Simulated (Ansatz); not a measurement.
Basis sets compared for Sr5S6⁻. Total charge -1; doublet. Geometry PBE-D4/def2-SVP. Ansatz on 4 threads of AMD EPYC on a shared host; times are rough, and most runs start from earlier orbitals.

```csv
atom,x (Å),y (Å),z (Å)
Sr1,0.440,2.268,-0.372
Sr2,-1.810,0.826,2.538
Sr3,-1.697,-1.459,-0.683
Sr4,1.516,-0.975,1.271
Sr5,1.609,-0.696,-2.707
S6,0.779,1.680,2.391
S7,0.830,-2.714,-1.042
S8,2.827,0.768,-0.751
S9,-0.868,0.711,-2.552
S10,-1.218,-1.803,2.100
S11,-2.406,1.395,-0.193
```

In the def2 sets Sr takes a core potential; there is no spin–orbit coupling. The structure comes from a short search, and lower isomers may exist.

```json
{"level": "PBE-D4/def2-SVP", "functions": "223", "energy (Eh)": "-2541.7285", "HOMO (eV)": "-1.06", "LUMO (eV)": "-0.38", "wall time": "46 s"}
{"level": "PBE0-D4/def2-SVP", "functions": "223", "energy (Eh)": "-2541.8992", "HOMO (eV)": "-2.03", "LUMO (eV)": "0.38", "wall time": "1.8 min"}
```

Q: Estimate the rows for PBE-D4/def2-SVPD, PBE0-D4/def2-SVPD.

A: 
| level | functions | energy (Eh) | HOMO (eV) | LUMO (eV) | wall time |
| --- | --- | --- | --- | --- | --- |
| PBE-D4/def2-SVPD | 292 | -2541.7443 | -1.09 | -0.40 | 96 s |
| PBE0-D4/def2-SVPD | 292 | -2541.9167 | -2.05 | 0.38 | 2.1 min |
